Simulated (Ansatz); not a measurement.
C3H7BO can be A, `CB1OC1C`, or B, `BCC1CO1`.

Gas-phase electronic energies from Ansatz, PBE0-D4/def2-TZVP geometries. CBS: MP2 limit from def2 TZ/QZ plus the TZ coupled-cluster correction, frozen cores. DFT in def2-TZVPP. B3LYP here is the variant with VWN-RPA as its local correlation; programs differ in this. Each species was taken in one conformer, which may not be the lowest.

**Question.** Which isomer does CCSD(T)/CBS put lower? Give the gap. (An estimate is asked.)

**Answer.** Ansatz gave: A, by 52.5 kcal/mol.

**Question.** Give E(B) − E(A) in kcal/mol with MP2/def2-TZVPP, HF/def2-TZVPP, B3LYP-D4, PBE-D4, r2SCAN-D4, PBE0-D4, B2PLYP. (Estimate.)

**Answer.** Ansatz gave: MP2/def2-TZVPP 53.2, HF/def2-TZVPP 47.9, B3LYP-D4 53.2, PBE-D4 53.6, r2SCAN-D4 54.0, PBE0-D4 52.5, B2PLYP 53.6. None reverses the order clearly.

Largest T1 diagnostic: 0.013.

From PBE to PBE0 (25 % exact exchange), in def2-TZVPP and without D4, E(B) − E(A) moves by −1.2 kcal/mol. In def2-TZVPP, CCSD(T) changes the Hartree–Fock value by +4.3 kcal/mol (the triples alone add +0.7 kcal/mol) and MP2 by +5.3 kcal/mol.
